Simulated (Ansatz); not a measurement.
## Nudged elastic band run: CH$_{5}$ClZn

Input file:

```yaml
crystal:
  periodic: [false, false, false]
  atoms:
    - { symbol: Zn, position_ang: [-0.969717, -1.533054, -0.965617] }
    - { symbol: H, position_ang: [-0.060859, -2.647715, -0.451235] }
    - { symbol: Cl, position_ang: [-2.303958, -0.083876, -1.750437] }
    - { symbol: H, position_ang: [0.788653, -0.207811, 0.9028] }
    - { symbol: C, position_ang: [0.664739, 0.850938, 0.630854] }
    - { symbol: H, position_ang: [-0.243941, 0.995724, 0.028348] }
    - { symbol: H, position_ang: [1.540524, 1.179462, 0.055059] }
    - { symbol: H, position_ang: [0.58456, 1.446332, 1.550229] }
magnetization:
  spin_polarized: true
basis:
  gaussian: { orbitals: def2-SVP }
hamiltonian:
  xc: pbe0
neb:
  order_check: false
  images: 9
  f_tol: 0.03
  max_iterations: 60
  final_atoms:
    - { symbol: Zn, position_ang: [-0.4824733, 0.24024208, -0.78838682] }
    - { symbol: H, position_ang: [-0.42971616, -2.74808888, 0.08549572] }
    - { symbol: Cl, position_ang: [-1.55325044, -1.10096425, -2.0397768] }
    - { symbol: H, position_ang: [-0.06808086, -3.0194314, 0.70043272] }
    - { symbol: C, position_ang: [0.48655484, 1.4711085, 0.33952559] }
    - { symbol: H, position_ang: [0.07428121, 1.47067323, 1.36024696] }
    - { symbol: H, position_ang: [0.42339232, 2.49626269, -0.05650928] }
    - { symbol: H, position_ang: [1.5492934, 1.19019802, 0.3989729] }
  initial_path:
    images:
      - { positions_ang: [[-0.969717, -1.533054, -0.965617], [-0.060859, -2.647715, -0.451235], [-2.303958, -0.083876, -1.750437], [0.788653, -0.207811, 0.9028], [0.664739, 0.850938, 0.630854], [-0.243941, 0.995724, 0.028348], [1.540524, 1.179462, 0.055059], [0.58456, 1.446332, 1.550229]] }
      - { positions_ang: [[-0.91246907, -1.39465253, -0.96182781], [0.0694325, -2.45186583, -0.28576768], [-2.26555657, 0.01488939, -1.81559231], [0.79435282, -0.32493582, 0.87810818], [0.62001339, 0.78566944, 0.61357084], [-0.3200038, 0.87574421, 0.16438619], [1.38637866, 1.06063505, -0.05401805], [0.62785307, 1.43451608, 1.46114163]] }
      - { positions_ang: [[-0.85522115, -1.25625106, -0.95803862], [0.19972399, -2.25601666, -0.12030036], [-2.22715514, 0.11365478, -1.88074761], [0.80005265, -0.44206064, 0.85341636], [0.57528777, 0.72040088, 0.59628767], [-0.3960666, 0.75576443, 0.30042439], [1.23223333, 0.94180811, -0.16309509], [0.67114614, 1.42270016, 1.37205426]] }
      - { positions_ang: [[-0.79797322, -1.11784959, -0.95424943], [0.33001549, -2.06016748, 0.04516696], [-2.18875371, 0.21242017, -1.94590292], [0.80575247, -0.55918546, 0.82872455], [0.53056216, 0.65513232, 0.57900451], [-0.4721294, 0.63578464, 0.43646258], [1.07808799, 0.82298116, -0.27217214], [0.71443922, 1.41088424, 1.28296689]] }
      - { positions_ang: [[-0.7407253, -0.97944811, -0.95046024], [0.46030698, -1.86431831, 0.21063428], [-2.15035228, 0.31118556, -2.01105823], [0.8114523, -0.67631028, 0.80403273], [0.48583655, 0.58986376, 0.56172134], [-0.5481922, 0.51580486, 0.57250078], [0.92394265, 0.70415421, -0.38124918], [0.75773229, 1.39906832, 1.19387952]] }
      - { positions_ang: [[-0.68347737, -0.84104664, -0.94667105], [0.59059848, -1.66846914, 0.3761016], [-2.11195085, 0.40995095, -2.07621353], [0.81715212, -0.7934351, 0.77934091], [0.44111094, 0.52459519, 0.54443818], [-0.624255, 0.39582507, 0.70853897], [0.76979732, 0.58532727, -0.49032623], [0.80102536, 1.3872524, 1.10479215]] }
      - { positions_ang: [[-0.64327656, -0.6247889, -0.9150142], [0.38653555, -1.88439309, 0.31798042], [-2.00021077, 0.10776791, -2.06892619], [0.64010552, -1.23863436, 0.76355927], [0.45019972, 0.71389786, 0.50345566], [-0.48454775, 0.6107947, 0.83888057], [0.70051632, 0.96751435, -0.40356284], [0.95067897, 1.34784152, 0.9636283]] }
      - { positions_ang: [[-0.60307575, -0.40853115, -0.88335736], [0.18247262, -2.10031704, 0.25985925], [-1.88847069, -0.19441513, -2.06163884], [0.46305893, -1.68383362, 0.74777763], [0.4592885, 0.90320052, 0.46247315], [-0.34484051, 0.82576434, 0.96922217], [0.63123532, 1.34970144, -0.31679945], [1.10033258, 1.30843065, 0.82246445]] }
      - { positions_ang: [[-0.56287493, -0.19227341, -0.85170051], [-0.02159031, -2.31624098, 0.20173807], [-1.7767306, -0.49659817, -2.05435149], [0.28601233, -2.12903288, 0.731996], [0.46837728, 1.09250318, 0.42149063], [-0.20513327, 1.04073397, 1.09956377], [0.56195432, 1.73188852, -0.23003606], [1.24998618, 1.26901977, 0.6813006]] }
      - { positions_ang: [[-0.52267412, 0.02398434, -0.82004366], [-0.22565323, -2.53216493, 0.14361689], [-1.66499052, -0.79878121, -2.04706415], [0.10896574, -2.57423214, 0.71621436], [0.47746606, 1.28180584, 0.38050811], [-0.06542603, 1.2557036, 1.22990537], [0.49267332, 2.11407561, -0.14327267], [1.39963979, 1.2296089, 0.54013675]] }
      - { positions_ang: [[-0.4824733, 0.24024208, -0.78838682], [-0.42971616, -2.74808888, 0.08549572], [-1.55325044, -1.10096425, -2.0397768], [-0.06808086, -3.0194314, 0.70043272], [0.48655484, 1.4711085, 0.33952559], [0.07428121, 1.47067323, 1.36024696], [0.42339232, 2.49626269, -0.05650928], [1.5492934, 1.19019802, 0.3989729]] }
```

Launched with:

```bash
$ ansatz run input.yaml --threads 2 --pin off --max-ram 3072MiB --backend cpu --events-out ev --progress --plain --runs-dir out
```

Output, in part (warnings, iteration lines, the closing report on the highest movable image, with atoms numbered from 0):

```
NEB end point (image 0): max|allowed force component| = 9.958e-3 eV/Å (the criterion of neb.relax_end_points is 1.000e-2)
NEB end point (image 10): max|allowed force component| = 2.027e-2 eV/Å (the criterion of neb.relax_end_points is 1.000e-2)
NEB iter   1: max|band force component| = 1.764e1 eV/Å  barrier→ = 8.2776 eV  barrier← = 7.8391 eV  Δτ_max = 0.2000 Å  (365 SCF iters)
NEB iter   2: max|band force component| = 2.529e0 eV/Å  barrier→ = 3.5216 eV  barrier← = 3.0832 eV  Δτ_max = 0.1996 Å  (288 SCF iters)
NEB iter   3: max|band force component| = 2.065e0 eV/Å  barrier→ = 3.0908 eV  barrier← = 2.6524 eV  Δτ_max = 0.1967 Å  (271 SCF iters)
NEB iter   4: max|band force component| = 2.140e0 eV/Å  barrier→ = 2.6153 eV  barrier← = 2.1769 eV  Δτ_max = 0.1973 Å  (270 SCF iters)
NEB iter   5: max|band force component| = 1.175e0 eV/Å  barrier→ = 2.4032 eV  barrier← = 1.9647 eV  Δτ_max = 0.2000 Å  (271 SCF iters)
NEB iter   6: max|band force component| = 1.354e0 eV/Å  barrier→ = 2.2224 eV  barrier← = 1.7840 eV  Δτ_max = 0.1961 Å  (266 SCF iters)
NEB iter   7: max|band force component| = 1.891e0 eV/Å  barrier→ = 1.7528 eV  barrier← = 1.3144 eV  Δτ_max = 0.1013 Å  (267 SCF iters)
NEB iter   8: max|band force component| = 1.714e0 eV/Å  barrier→ = 1.7246 eV  barrier← = 1.2861 eV  Δτ_max = 0.1015 Å  (266 SCF iters)
NEB iter   9: max|band force component| = 6.218e-1 eV/Å  barrier→ = 1.9933 eV  barrier← = 1.5549 eV  Δτ_max = 0.1013 Å  (265 SCF iters)
NEB iter  10: max|band force component| = 1.463e0 eV/Å  barrier→ = 2.2804 eV  barrier← = 1.8420 eV  Δτ_max = 0.0507 Å  (268 SCF iters)
NEB iter  11: max|band force component| = 5.512e-1 eV/Å  barrier→ = 2.3271 eV  barrier← = 1.8887 eV  Δτ_max = 0.0971 Å  (258 SCF iters)
NEB iter  12: max|band force component| = 7.984e-1 eV/Å  barrier→ = 2.2310 eV  barrier← = 1.7926 eV  CI = image 5  Δτ_max = 0.0910 Å  (259 SCF iters)
NEB iter  13: max|band force component| = 1.550e-1 eV/Å  barrier→ = 2.2998 eV  barrier← = 1.8614 eV  CI = image 5  Δτ_max = 0.0327 Å  (250 SCF iters)
NEB iter  14: max|band force component| = 1.188e-1 eV/Å  barrier→ = 2.2995 eV  barrier← = 1.8611 eV  CI = image 5  Δτ_max = 0.0295 Å  (232 SCF iters)
NEB iter  15: max|band force component| = 1.129e-1 eV/Å  barrier→ = 2.2993 eV  barrier← = 1.8609 eV  CI = image 5  Δτ_max = 0.0168 Å  (216 SCF iters)
NEB iter  16: max|band force component| = 5.296e-2 eV/Å  barrier→ = 2.2982 eV  barrier← = 1.8598 eV  CI = image 5  Δτ_max = 0.0168 Å  (211 SCF iters)
NEB iter  17: max|band force component| = 2.377e-2 eV/Å  barrier→ = 2.2981 eV  barrier← = 1.8597 eV  CI = image 5  Δτ_max = 0.0000 Å  (452 SCF iters)
Total energy: -62035.92653685 eV, -2279.7782507679 hartree
Atom 0 at    -0.636346    -0.656204    -0.769010 Å, force    -0.009735    -0.004097    -0.011444 eV/Å
Atom 1 at     0.349991    -1.849031     0.078502 Å, force     0.003038    -0.003712     0.002183 eV/Å
Atom 2 at    -2.098085    -0.620861    -2.294977 Å, force     0.001620     0.000199     0.001587 eV/Å
Atom 3 at     0.485945    -0.786114     0.387290 Å, force     0.000001     0.001858     0.005045 eV/Å
Atom 4 at     0.377337     0.729245     0.508981 Å, force     0.008068     0.023236    -0.000277 eV/Å
Atom 5 at    -0.460500     1.238752     1.013700 Å, force     0.003369    -0.006556    -0.000024 eV/Å
Atom 6 at     0.847408     1.419362    -0.211640 Å, force    -0.003606    -0.007181     0.005797 eV/Å
Atom 7 at     1.134250     0.524851     1.287156 Å, force    -0.002755    -0.003747    -0.002867 eV/Å
Dipole moment:     0.389410     0.146184     0.431171 e Å
```

The forces met the threshold. Neighbouring images differ by up to 1.8 eV, so the band resolves the path poorly. A vibrational analysis at the climbing image gives one clearly imaginary mode, 1592i cm⁻¹: a first-order saddle point. The orbitals stay closed-shell, which can raise the energy where a bond breaks towards radicals; this wasn't checked here.

Final band (atoms are numbered from 1 in the order of the input):

```csv
image,path coordinate (Å),energy (eV),Zn1–H2 (Å),H4–C5 (Å),Zn1–C5 (Å)
0,0.00,0.00,1.53,1.10,3.30
1,0.78,0.00,1.53,1.10,3.19
2,1.56,0.01,1.53,1.10,3.17
3,2.33,0.06,1.53,1.10,3.13
4,3.11,0.53,1.56,1.12,2.66
5,3.89,2.30,1.76,1.52,2.14
6,4.77,0.81,2.36,2.26,1.95
7,5.65,0.48,2.73,3.02,1.93
8,6.54,0.44,2.84,3.87,1.93
9,7.42,0.44,3.05,4.39,1.93
10,8.30,0.44,3.11,4.54,1.93
```

Run time: 2.9 min on 2 threads of AMD EPYC 9R45 96-Core Processor (Zen 5), on a shared host, peak memory 0.3 GiB.
